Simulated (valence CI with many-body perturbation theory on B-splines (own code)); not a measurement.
# Sc XVII: electric-dipole lines

Method: valence CI with perturbative core correlation (CI+MBPT): three valence electrons over a frozen Dirac-Fock core [He], a basis of 11 s, 11 p, 9 d, 7 f, 5 g, 2 h, 1 i functions for each j, with the one-electron correlation potential Σ1, the two-electron term Σ2, the three-electron term Σ3, Breit, model QED; selected CI, second order for the rest (own B-spline code, finite nucleus).

No measured spectrum was set against this ion. As an estimate, levels of excited configurations hold to 0.05 to 0.15 % of their energy, terms of the ground configuration to about 0.5 %.

Lines 101 to 150 of 267 in falling wavelength, among levels below 5881.4 × 10³ cm⁻¹, chosen from the strongest by gf and those to the six lowest levels. Wavelengths and rates use the calculated energies, so an error of 500 cm⁻¹ moves a line at 2.125 nm by 0.011 % and its rate by three times that or more. Electric multipoles are in the length gauge, E1 and E2 with the static RPA response of the core. Weak lines are less certain than strong ones. Lines between different terms over intervals too small for the method are left out, as are lines whose strength nearly cancels. Where a level lies close to another of its J and parity, the split of strength between their lines is uncertain. The highest levels of a list are the least certain.

Names give the largest LS component (configuration and term), which can be under half, so a name can repeat, a term be missing and a line seem to break the LS rules; names also repeat where a configuration has a term twice. Letters in brackets count levels of one name in rising energy.

```csv
λ vac (nm),Upper,Lower,A (s⁻¹),S (a.u.)
2.125,2p2 3s 2D_5/2,2p3 2P°_3/2,2.27e+11,6.45e-03
2.122,2p2 3s 2D_3/2,2p3 2P°_3/2,5.74e+11,1.08e-02
2.094,2s 2p 3s 2P°_1/2 [a],2s 2p2 2D_3/2,6.36e+11,5.77e-03
2.092,2p2 3s 2P_1/2,2p3 2D°_3/2,8.57e+11,7.74e-03
2.086,2p2 3s 2P_3/2,2p3 2D°_5/2,6.88e+11,1.23e-02
2.082,2s 2p 3s 2P°_3/2 [a],2s 2p2 2D_5/2,6.83e+11,1.22e-02
2.080,2s 2p 3s 2P°_3/2 [a],2s 2p2 2D_3/2,6.30e+10,1.12e-03
2.073,2s 2p 3s 2P°_1/2 [b],2s 2p2 2P_1/2,7.61e+11,6.69e-03
2.069,2p2 3s 2D_5/2,2p3 2D°_5/2,7.88e+11,2.07e-02
2.068,2p2 3s 4P_3/2,2p3 4S°_3/2,6.37e+11,1.11e-02
2.068,2s 2p 3d 2D°_5/2 [a],2s 2p2 2P_3/2,4.11e+11,1.08e-02
2.063,2p2 3s 2D_3/2,2p3 2D°_3/2,5.43e+11,9.42e-03
2.059,2p2 3s 4P_5/2,2p3 4S°_3/2,6.72e+11,1.74e-02
2.051,2s 2p 3s 2P°_3/2 [b],2s 2p2 2S_1/2,5.93e+11,1.01e-02
2.044,2s 2p 3d 2D°_3/2 [a],2s 2p2 2S_1/2,5.56e+11,9.38e-03
2.043,2s2 3s 2S_1/2,2s2 2p 2P°_3/2,7.15e+11,6.01e-03
2.039,2s 2p 3s 4P°_3/2,2s 2p2 4P_5/2,5.54e+11,9.28e-03
2.036,2s 2p 3d 2P°_3/2 [a],2s 2p2 2P_3/2,7.17e+11,1.19e-02
2.035,2s 2p 3s 4P°_1/2,2s 2p2 4P_3/2,9.94e+11,8.27e-03
2.031,2s 2p 3d 2P°_3/2 [a],2s 2p2 2P_1/2,9.72e+11,1.61e-02
2.030,2s 2p 3s 4P°_3/2,2s 2p2 4P_3/2,1.50e+11,2.48e-03
2.028,2s 2p 3s 4P°_1/2,2s 2p2 4P_1/2,2.07e+11,1.71e-03
2.027,2s 2p 3s 4P°_5/2,2s 2p2 4P_5/2,8.72e+11,2.15e-02
2.024,2s 2p 3d 2P°_1/2 [a],2s 2p2 2P_1/2,3.80e+12,3.11e-02
2.024,2s2 3s 2S_1/2,2s2 2p 2P°_1/2,3.44e+11,2.82e-03
2.022,2s 2p 3s 4P°_3/2,2s 2p2 4P_1/2,5.17e+11,8.44e-03
2.021,2s 2p 3d 4F°_3/2,2s 2p2 2D_3/2,1.07e+11,1.75e-03
2.017,2s 2p 3s 4P°_5/2,2s 2p2 4P_3/2,4.01e+11,9.74e-03
2.017,2s 2p 3d 4F°_5/2,2s 2p2 2D_3/2,1.27e+10,3.08e-04
2.010,2s 2p 3d 2P°_3/2 [a],2s 2p2 2S_1/2,3.62e+12,5.80e-02
2.006,2s 2p 3d 4P°_5/2 [a],2s 2p2 2D_5/2,5.73e+11,1.37e-02
2.004,2s 2p 3d 4P°_5/2 [a],2s 2p2 2D_3/2,1.56e+11,3.72e-03
2.004,2s 2p 3d 2P°_1/2 [a],2s 2p2 2S_1/2,1.72e+12,1.37e-02
2.004,2s 2p 3s 2P°_1/2 [b],2s 2p2 2D_3/2,5.59e+11,4.44e-03
2.003,2s 2p 3s 2P°_3/2 [b],2s 2p2 2D_3/2,5.71e+11,9.07e-03
2.003,2s 2p 3d 4D°_3/2,2s 2p2 2D_3/2,3.34e+10,5.30e-04
1.997,2s 2p 3d 2D°_3/2 [a],2s 2p2 2D_3/2,1.81e+12,2.85e-02
1.996,2s 2p 3d 2D°_5/2 [a],2s 2p2 2D_5/2,1.08e+12,2.54e-02
1.994,2s 2p 3d 2D°_5/2 [a],2s 2p2 2D_3/2,8.63e+11,2.03e-02
1.990,2s 2p 3d 4P°_5/2 [b],2s 2p2 2D_5/2,3.99e+11,9.33e-03
1.989,2s 2p 3d 4P°_5/2 [b],2s 2p2 2D_3/2,2.96e+11,6.89e-03
1.988,2s 2p 3d 4P°_3/2,2s 2p2 2D_3/2,3.48e+10,5.39e-04
1.975,2s 2p 3d 2F°_5/2 [a],2s 2p2 2D_5/2,1.32e+12,3.01e-02
1.974,2s 2p 3d 2F°_5/2 [a],2s 2p2 2D_3/2,5.05e+12,1.15e-01
1.967,2s 2p 3d 2D°_3/2 [b],2s 2p2 2P_3/2,1.20e+12,1.80e-02
1.965,2s 2p 3d 2D°_5/2 [b],2s 2p2 2P_3/2,8.15e+12,1.83e-01
1.965,2s 2p 3d 2F°_7/2 [a],2s 2p2 2D_5/2,7.87e+12,2.36e-01
1.964,2s 2p 3d 2P°_3/2 [a],2s 2p2 2D_3/2,2.10e+10,3.14e-04
1.962,2s 2p 3d 2D°_3/2 [b],2s 2p2 2P_1/2,4.47e+12,6.67e-02
1.959,2s 2p 3d 2P°_1/2 [b],2s 2p2 2P_3/2,1.02e+12,7.53e-03
```
